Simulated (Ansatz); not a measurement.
A set of 12 reactions (hydrogenolysis), with CCSD(T)/CBS values in kJ/mol:

| reaction | ΔE |
| --- | --- |
| `C[N](C)[Zn][Br]` + H₂ → `C[N](C)[ZnH]` + HBr | 133.3 |
| `NC[Se][SiH3]` + H₂ → `NC[SeH]` + SiH₄ | 50.4 |
| `CC(N)O` + H₂ → `CCN` + H₂O | -68.1 |
| `NC#[C][GeH3]` + H₂ → `C#CN` + GeH₄ | 2.9 |
| `[SiH3][SiH]1CC1` + H₂ → `C1C[SiH2]1` + SiH₄ | -9.4 |
| `C[SiH2][B](N)[AlH2]` + H₂ → `C[SiH2]BN` + `[AlH3]` | -45.6 |
| `CC1(O)C[SiH2]1` + H₂ → `OC1C[SiH2]1` + CH₄ | -49.2 |
| `[CH3][AlH][S]C` + H₂ → `C[S][AlH2]` + CH₄ | -23.4 |
| `[F][Ge]([F])([Cl])[Br]` + H₂ → `[F][GeH]([Cl])[Br]` + H–F | 30.3 |
| `O[SiH2]B(F)Br` + H₂ → `FB([SiH3])Br` + H₂O | 61.3 |
| `[CH3][GaH][CH2]F` + H₂ → `[CH3][GaH][CH3]` + H–F | -135.6 |
| `CNC(C)F` + H₂ → `CNCF` + CH₄ | -47.1 |

Gas-phase electronic energies from Ansatz, PBE0-D4/def2-TZVP geometries. CCSD(T)/CBS adds triple-zeta CCSD(T) − MP2 to the extrapolated MP2 energy (def2 sets, frozen cores). This one scheme is used for every species. DFT in def2-TZVPP. B3LYP here is the variant with VWN-RPA as its local correlation; programs differ in this. For Br, Ga, Ge, Se, Zn outer-core shells are correlated without core-valence functions, which leaves a few kJ/mol of doubt a bond. Scalar relativity is left out up to krypton. Each species was taken in one conformer, which may not be the lowest.

Task: Give the mean, mean absolute and largest difference (level minus CCSD(T)/CBS, kJ/mol) for: PBE-D4, r2SCAN-D4, PBE0-D4, B3LYP-D4, ωB97X-V, B2PLYP, PBE, r2SCAN, HF/def2-TZVPP, SCS-MP2/def2-TZVPP, CCSD/def2-TZVPP, CCSD(T)/def2-TZVPP, HF/def2-QZVPP, MP2/def2-QZVPP. (Estimate.)

Result: Computed: 
```
             level   mean  mean absolute  largest
            PBE-D4    3.0            7.1    -19.1
         r2SCAN-D4    3.9            5.6     14.1
           PBE0-D4   -0.4            4.1    -11.3
          B3LYP-D4   -0.7            6.0     16.0
           ωB97X-V   -0.4            5.8     14.8
            B2PLYP   -4.0            7.0    -11.4
               PBE   -1.6            7.4    -21.1
            r2SCAN    2.6            5.1     13.9
     HF/def2-TZVPP  -15.9           17.6    -36.0
SCS-MP2/def2-TZVPP   -1.5            4.9     -8.9
   CCSD/def2-TZVPP   -5.4            5.8    -12.1
CCSD(T)/def2-TZVPP   -1.5            3.4    -12.3
     HF/def2-QZVPP  -15.9           18.2    -36.5
    MP2/def2-QZVPP    3.0            4.4      8.9
```

The largest T1 diagnostic in the set is 0.015, for `C[N](C)[ZnH]` (customary mark 0.02).

CCSD(T)/CBS is a level of theory with its own doubt, and the functionals carry their triple-zeta basis error, so these figures describe this set and don't rank the functionals.
